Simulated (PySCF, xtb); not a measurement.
GaCl2, SMILES [Ga]([Cl])[Cl], multiplicity 2.

Harmonic wavenumbers (cm⁻¹) from xtb 6.7.1 with GFN2-xTB at its own minimum, in rising order: 81, 291, 313.

Q: What does PBE-D3(BJ)/def2-TZVP (PySCF 2.14.0) give at its own minimum? (Estimate from the structure and the level; the computed values follow.)

A: 106, 346, 396. Paired by order, the mean absolute difference is 55 cm⁻¹ and the zero-point energies are 1.0 and 1.2 kcal/mol.
